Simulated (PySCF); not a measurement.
A GIAO shielding run with PySCF 2.14 (density fitting, non-relativistic, gas phase) on `CC[C@H](C)n1nncc1[SiH3]`, C6H13N3Si:

```
$ OMP_NUM_THREADS=1 python probes_run.py task.json out

{"job": {"kind": "nmr", "xc": "PBE0", "basis": "pcSseg-1"}, "charge": 0, "multiplicity": 1}
C     -1.821790     0.313132    -1.542665
C     -1.926549    -0.251341    -0.131339
C     -0.559914    -0.667568     0.421783
C     -0.684244    -1.346813     1.784192
N      0.281256     0.497687     0.553097
N     -0.100040     1.525684     1.294613
N      0.817361     2.421919     1.266206
C      1.822918     1.983756     0.496696
C      1.504546     0.723229     0.012384
Si     2.449608    -0.434521    -1.106163
H     -1.389603    -0.421009    -2.220225
H     -2.806461     0.585322    -1.913207
H     -1.197473     1.203682    -1.554943
H     -2.350779     0.500344     0.535830
H     -2.581733    -1.123561    -0.131431
H     -0.067654    -1.343457    -0.286621
H     -1.307474    -2.233145     1.707328
H      0.296774    -1.640992     2.151272
H     -1.130399    -0.657231     2.496324
H      2.702530     2.570312     0.328557
H      2.651704    -1.708949    -0.407783
H      1.666976    -0.668187    -2.324637
H      3.725688     0.198689    -1.419186
```

Hardware: 1 thread of an Arm Neoverse V1, shared host. The job also computes population analyses, field gradients, ring-centre shieldings.

(1) How large is the calculation?

(2) How long does it take, and how much memory does it need?

## Answers

(1) 84 electrons, 242 basis functions and 1261 auxiliary functions.

(2) 59 s of wall time, with 14 SCF cycles and 5 response iterations; peak memory 1.1 GiB. Times on a shared host scatter by some tens of per cent.
